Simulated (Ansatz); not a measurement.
Consider the cleavage of the Si–Si bond: `CB[SiH](O)[SiH3]` + `OB(S)Cl` → `[SiH3]OB(S)Cl` + `CB[SiH2]O`.

Gas-phase electronic energies from Ansatz, PBE0-D4/def2-TZVP geometries. CCSD(T)/CBS adds triple-zeta CCSD(T) − MP2 to the extrapolated MP2 energy (def2 sets, frozen cores). Functionals use def2-TZVPP. One conformer a species, not always the lowest.

CCSD(T)/CBS gives -82.6 kJ/mol.

Question: Another level gave -51.8 kJ/mol. Which?
A. PBE-D4/def2-TZVPP
B. HF/def2-TZVPP
C. CCSD(T)/def2-TZVPP
D. PBE0/def2-TZVPP

Answer: A. PBE-D4 -51.8, HF/def2-TZVPP -110.6, PBE0 -61.9, CCSD(T)/def2-TZVPP -81.5 kJ/mol.

Largest T1 diagnostic among the species: 0.013.

From PBE to PBE0 (25 % exact exchange), in def2-TZVPP and without D4, ΔE moves by −9.7 kJ/mol. In def2-TZVPP, CCSD(T) changes the Hartree–Fock value by +29.1 kJ/mol (the triples alone add +4.1 kJ/mol) and MP2 by +21.7 kJ/mol.
